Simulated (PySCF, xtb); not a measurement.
Be(I)(NMe2) (C2H6BeIN), SMILES C[N](C)[Be][I]. Other conformers were not sampled.

Harmonic wavenumbers (cm⁻¹) from xtb with GFN2-xTB at its own minimum, in rising order: 54, 126, 200, 221, 227, 243, 348, 463, 926, 1056, 1091, 1116, 1139, 1171, 1350, 1418, 1431, 1482, 1491, 1499, 1510, 2896, 2898, 2921, 2928, 3021, 3023.

Task: What does PBE-D3(BJ)/def2-SVP (PySCF) give at its own minimum? (Estimate from the structure and the level; the computed values follow.)

Result: 75, 125, 225, 236, 239, 345, 350, 424, 907, 1051, 1063, 1106, 1125, 1187, 1360, 1379, 1395, 1402, 1408, 1426, 1470, 2897, 2901, 2949, 2959, 3037, 3038. Paired by order, the mean absolute difference is 28 cm⁻¹ and the zero-point energies are 51.8 and 51.6 kcal/mol.
